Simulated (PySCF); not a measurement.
Molecule: SMILES ClC[SiH2]Cl, CH4Cl2Si.

Atom-mapped SMILES (the numbers label the heavy atoms): `[Cl:1][CH2:2][SiH2:3][Cl:4]`. Hydrogens are named by the atom that carries them.

Geometry PBE0-D3(BJ)/def2-SVP throughout; GIAO in PySCF 2.14, gas phase, one conformer, non-relativistic; equivalent atoms averaged; basis pcSseg-2.

Question: How do the absolute shieldings σ depend on the functional? (ppm; last column core-seconds on shared hosts with different chips, so compare them loosely; the GGAs took longer than the global hybrids here, which isn't the general rule, and the cause wasn't traced)

Answer: 
```
functional                    kind    Cl1     Cl4     C2    Si3  H(Si3)  H(C2)  core-s
        HF            Hartree–Fock  990.3  1006.9  164.1  405.6   27.11  28.83      14
       LDA                     LDA  904.0   931.6  147.4  324.6   25.49  27.59      20
       PBE                     GGA  902.8   939.1  146.8  346.8   26.13  28.07      24
      BLYP                     GGA  889.5   930.0  140.9  335.6   26.42  28.27      24
      BP86                     GGA  902.0   939.1  146.4  345.7   26.19  28.14      24
      OPBE                     GGA  916.7   956.6  152.9  375.9   26.23  28.10      25
       KT2                     GGA  916.8   947.8  150.2  374.7   26.17  28.04      25
       KT3                     GGA  912.1   951.8  148.8  381.8   26.54  28.25      25
     B97-D                     GGA  903.2   945.6  145.5  360.9   26.50  28.29      24
     B3LYP           global hybrid  914.1   950.1  146.5  348.3   26.52  28.35      19
      PBE0           global hybrid  931.5   963.3  153.2  362.4   26.32  28.22      19
  mPW1PW91           global hybrid  929.3   962.5  152.3  361.2   26.40  28.28      19
      WP04           global hybrid  883.4   947.7  136.2  351.8   27.28  28.65      16
     B97-2           global hybrid  927.4   963.6  151.8  369.7   26.52  28.33      16
 BHandHLYP           global hybrid  945.2   973.3  153.3  368.4   26.72  28.48      17
 CAM-B3LYP  range-separated hybrid  928.4   961.5  151.5  351.3   26.49  28.36      23
   wB97X-D  range-separated hybrid  932.6   965.8  153.8  362.2   26.49  28.40      22
   LC-wPBE  range-separated hybrid  946.1   982.1  160.3  365.5   26.50  28.45      27
```

Question: Which nucleus moves most, in ppm?

Answer: Cl1 (chlorine bonded to C): from 883.4 ppm with WP04 to 990.3 ppm with HF. The smallest spread is 1.24 ppm, at H(C2). Proton shifts span only some 12 ppm, so a few tenths of a ppm matter as much there as several ppm in carbon.
